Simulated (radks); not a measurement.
Problem. These are the eigenvalues of the occupied orbitals of an atom or ion with whole-number occupations (eV). Method: scalar-relativistic Kohn-Sham, LDA (Slater exchange, Perdew-Wang correlation), spin-polarised, spherical densities, point nucleus; computed with a radial shooting solver on a logarithmic mesh with Libxc functionals.

orbital  eigenvalue
1s up     -20839.88
1s down   -20839.88
2s up     -2973.825
2s down   -2973.222
2p up     -2663.397
2p down   -2662.926
3s up     -517.1658
3s down   -516.7325
3p up     -415.3114
3p down   -414.8393
3d up     -249.9772
3d down   -249.3447
4s up      -74.3314
4s down    -71.3971
4p up      -46.4322
4p down    -43.3243
4d up       -7.8639
5s up       -5.7459
5s down     -4.5266

Which element is it, and in what charge state? The configuration may be excited. Open shells, if any, are filled with parallel spins first.

Solution. Z = 43, technetium, charge 0: Tc in [Kr] 4d5 5s2. The list shows which subshells hold electrons but not how many an open one holds; the 1s level, -765.85 hartree, gives Z - s = 39.1 by -(Z - s)^2/2, which with screening and relativity narrows Z to a few neighbours, and the depths of the outer levels then fix element, charge and occupations together.
